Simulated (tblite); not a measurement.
Run record: tight-binding relaxation, `[GaH2][O]BC1CC1`.

Computed with GFN2-xTB geometry optimisation, gas phase (tblite 0.8.0). Start geometry: from a force field or distance geometry. The command runs a driver script over a list of jobs; the input below is this job's line of settings and its coordinates in Å.

Command:
```bash
OMP_NUM_THREADS=1 python probes_run.py task.json out
```

Input:
```
{"job": {"kind": "relax", "xc": "GFN2-xTB", "basis": "xTB"}, "charge": 0, "multiplicity": 1}
Ga     2.788100     0.799300    -0.243700
O      1.282000    -0.070600    -0.756900
B      0.620300    -0.912900     0.262200
C     -0.975800    -0.766600     0.356500
C     -1.395400     0.660700     0.063600
C     -1.781600    -0.463300    -0.868600
H      4.093800    -0.116400    -0.328600
H      2.481300     2.177000     0.393500
H      1.178700    -0.941800     1.310100
H     -1.499300    -1.324800     1.165900
H     -0.644900     1.342700    -0.370300
H     -2.097800     1.045300     0.810200
H     -2.828000    -0.807400    -0.845100
H     -1.222000    -0.621800    -1.815400
```

Question: Give the output.

Answer: 
```
step      E/eV     max force
  0    -462.27806    3.189
  1    -462.58994    2.035
  2    -462.79520    2.444
  3    -462.87867    0.849
  4    -462.92565    0.494
  5    -462.95433    0.511
  6    -462.98747    0.592
  7    -463.01848    0.606
  8    -463.04302    0.566
  9    -463.06798    0.546
... (84 lines left out)
 94    -463.72234    0.036
 95    -463.72263    0.034
 96    -463.72281    0.026
 97    -463.72294    0.026
 98    -463.72303    0.021
 99    -463.72312    0.023
100    -463.72319    0.019
101    -463.72324    0.012
102    -463.72326    0.011
103    -463.72327    0.007
```

«max force» is the largest atomic force in eV/Å.

Question: From which step on does the largest force stay under 0.1 eV/Å, and how much energy is left to gain from there?

Answer: From step 84 (0.094 eV/Å), 8.7 meV above the end.

In short: energy lowered by 33.3 kcal/mol over 103 steps; largest atomic force 0.007 eV/Å at the end.

Question: Where do the atoms end?

Answer: 0.872 Å rms from the input after alignment:
```
atom  x, y, z in Å
Ga1    2.2744    0.7497   -0.5773
O2     1.5272   -0.4394    0.4348
B3     0.4877   -1.1010    0.9523
C4    -0.9663   -0.7431    0.4746
C5    -1.2890    0.7136    0.2197
C6    -1.1601   -0.2157   -0.9285
H7     3.3246    0.1770   -1.5544
H8     1.9731    2.2553   -0.3543
H9     0.6789   -1.9363    1.7622
H10   -1.7880   -1.3344    0.8600
H11   -0.4850    1.4277    0.3855
H12   -2.2678    1.0819    0.4884
H13   -2.0437   -0.5047   -1.4778
H14   -0.2668   -0.1312   -1.5518
```

Hardware: Arm Neoverse V1, one thread, no GPU, shared host with 32 logical CPUs at a one-minute load of 16. Cost: 0.54 s of wall time.
Labels such as C1 count atoms from 1, the log's own numbers from 0.
